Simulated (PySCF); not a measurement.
Here is a job for PySCF.
```python
from pyscf import gto, scf, dft

mol = gto.Mole()
mol.atom = '''
    O    -1.25209476    0.43857993   -0.24641232
    Si   -0.03540361   -0.36887068    0.27017815
    O     4.01296049    1.35857264   -1.21955462
'''
mol.basis = 'def2-svp'
mol.spin = 2
mol.verbose = 3
mol.build()

mf = dft.UKS(mol)
mf.xc = 'pbe0'
mf.kernel()
mo_i, mo_e, stable_i, stable_e = mf.stability(internal=True, external=False, return_status=True, nroots=6, tol=1e-6)
print('internally stable:', stable_i, ' externally stable:', stable_e)
if not stable_i:
    umf = mf.copy()
    umf.scf_summary = {}
    umf.kernel(umf.make_rdm1(mo_i, mf.mo_occ))
```

What Mulliken (on the basis functions themselves) charges in atom order does PBE0/def2-SVP (PySCF) give?

O1 -0.42, Si2 0.42, O3 0.00

Give the dipole moment at the level PBE0/def2-SVP.

2.80 D

These values belong to the state on which the SCF converged, which isn't shown to be the lowest.
